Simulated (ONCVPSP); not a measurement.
# What one change does to a pseudopotential (lead (Pb), ONCV)

ONCVPSP 4.0.1 input, shortened (lines: element, Z, core and valence counts, functional; n l f; lmax; l rc ep ncon nbas qcut; lloc lpopt rc5 dvloc0; l nproj debl; icmod fcfact rcfact), PBEsol, scalar-relativistic:

```
  Pb 82.00   10    4  -116133      upf
    1    0    2.00
    2    0    2.00
    2    1    6.00
    3    0    2.00
    3    1    6.00
    3    2   10.00
    4    0    2.00
    4    1    6.00
    4    2   10.00
    4    3   14.00
    5    0    2.00
    5    1    6.00
    5    2   10.00
    6    0    2.00
    2
    0    1.40    0.00    3    7   11.00
    1    1.10    0.00    5    8    7.30
    2    1.85    0.00    4    8    6.80
    4    3    0.90    0.00
    0    2    3.60
    1    2    2.40
    2    2    3.20
    3    4.50    1.60
```

In the p channel the program set the typed energies aside and used -3.772, 0.250 Ha.

Change: s: rc 2.06.

Cutoffs: the cutoffs (Ha) at which the residual kinetic energy of the hardest occupied pseudo-wave falls to 1 and 0.1 mHa per electron; they do not see the model core or the augmentation charge, which bear on the density cutoff. Errors are all-electron minus pseudo energies relative to the spin-unpolarised reference configuration.

Q: How do hardness, ghosts and transferability respond?

A: The potential gets neither clearly harder nor softer (145 Ha and 167 Ha → 145 Ha and 167 Ha); the p channel sets the loose cutoff, while the largest relative change is in s, which becomes softer; of the 4 tests that both files solve, the error grows in 1 and shrinks in 0 by more than 15 % and 0.3 meV (median size 11.2 → 14.4 meV); neither file shows a bound ghost.

```csv
quantity,base,changed
"cutoff, loose",145 Ha,145 Ha
"cutoff, tight",167 Ha,167 Ha
loose cutoff by channel,"s 41 Ha, p 145 Ha, d 20 Ha","s 21 Ha, p 145 Ha, d 20 Ha"
bound ghosts,none,none
GHOST(+) flags under 300 eV,s at 154.2 eV,s at 61.9 eV
"error for 5s2 5p6 5d10 6s2 6p2, meV [ΔE -20.05 eV]",+8.6,+8.8
"error for 5s2 5p6 5d10 6s2 6p1, meV [ΔE -13.45 eV]",+6.0,+6.1
"error for 5s2 5p6 5d10 6s1, meV [ΔE 32.48 eV]",-14,-20
"error for 5s2 5p5 5d10 6s2 6p2, meV [ΔE 72.89 eV]",-155,-149
p: phases at 1.12 bohr within 0.05 rad from the reference energy up to (Ha; the scan ends near 5),to the end of the scan,to the end of the scan
d: phases at 1.88 bohr within 0.05 rad from the reference energy up to (Ha; the scan ends near 5),to the end of the scan,to the end of the scan
"rms error of d²Exc/dni dnj with the model core, mHa",2.36,3.10
```
